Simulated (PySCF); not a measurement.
NMR data simulated for an unnamed compound:

1H NMR (400 MHz, computed): δ 5.27 (q, 4H), 0.28 (t, 6H).

13C{1H} NMR (computed): δ 0.7 (CH3).

- geometry from PBE0-D3(BJ)/def2-TZVP
- shieldings: GIAO PBE0/pcSseg-2
- program: PySCF 2.14
- single conformer, gas phase, relativity neglected, one averaged value for each set of equivalent atoms

Shifts are taken against calculated references (same method and geometry level): TMS for 1H, 13C.

**Question.** Which of these does the molecule contain: an ester, a Si–CH3 group, a Si–H bond, an S-methyl group, a non-aromatic C=C double bond?

**Answer.** 
- An ester: no.
- A Si–CH3 group: yes (δC 0.7; δH 0.28 (t)).
- A Si–H bond: yes (δH 5.27 (q)).
- An S-methyl group: no.
- A non-aromatic C=C double bond: no.

The data belong to SMILES C[SiH2]O[SiH2]C, C2H10OSi2; they needn't prove each group on their own.

Carbon signals by region: 1 below 50 ppm.

Shifts are as computed. Against solution values, carbons near 30 ppm lie about +3 ppm off and those near 130 ppm about +9 ppm. Of 1211 compounds with measured shifts, 218 miss one by over three times the rms of a fit or turn the order of signals round; such compounds aren't used in these exercises. Multiplicities follow the n + 1 count of equivalent neighbours, as no J values were calculated; m marks all less simple cases, F and P coupling included.
